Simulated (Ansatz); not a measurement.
Reaction (atomization): `C=CBB(C)S` → 2 B• + 3 C• + 8 H• + S•

Calculated with Ansatz (gas phase, PBE0-D4/def2-TZVP geometries, no zero-point term in ΔE). CBS: MP2 limit from def2 TZ/QZ plus the TZ coupled-cluster correction, frozen cores. This one scheme is used for every species, atoms too. For atomizations the MP2-based limit and the directly extrapolated one differ by several kJ/mol either way, and by 10 to 25 for some Ge, Se and Sn compounds, so smaller differences from it don't rank the levels. DFT in def2-TZVPP. No spin–orbit coupling; open shells (•) take unrestricted orbitals. Spin–orbit coupling would lower the free atoms: a little for B, C, S. Each species was taken in one conformer, which may not be the lowest.

CCSD(T)/CBS gives +5439.2 kJ/mol.

(1) Another level gave +5492.8 kJ/mol. Which?
A. CAM-B3LYP-D4/def2-TZVPP
B. r2SCAN/def2-TZVPP
C. CCSD/def2-TZVPP
D. ωB97X-V/def2-TZVPP

(2) What do rigid-rotor, harmonic-oscillator terms from PBE0-D4/def2-TZVP frequencies (298.15 K, 1 bar) make of the CCSD(T)/CBS value? (Best estimate.)

Largest T1 diagnostic among the species: 0.014.

Answers

(1) A. CAM-B3LYP-D4 5492.8, CCSD/def2-TZVPP 5247.5, r2SCAN 5503.6, ωB97X-V 5472.7 kJ/mol.

(2) Computed: ΔZPE = -277.9 kJ/mol, ΔH = +5222.4 kJ/mol, ΔS = 1480 J/(mol·K), ΔG = +4781.1 kJ/mol. Open shells count their whole term as degenerate. Modes under 50 cm⁻¹ make the entropy rough.

From BLYP to BHLYP (50 % exact exchange), in def2-TZVPP and without D4, ΔE moves by −67.8 kJ/mol: exact exchange takes away binding that semilocal exchange gives to molecules. At CCSD(T), def2-SVP lies −207.7 kJ/mol from the extrapolated value and def2-TZVPP −116.4 kJ/mol: correlation converges slowly with the basis, and small sets miss more of it in the bonded molecule than in its fragments. The D4 term adds +46.6 kJ/mol with B3LYP and +24.9 kJ/mol with PBE0; it sums over pairs of atoms, weighted by their polarisabilities, and B3LYP, whose exchange is more repulsive, gets the larger term.

B3LYP here is the variant with VWN-RPA as its local correlation; programs differ in this.
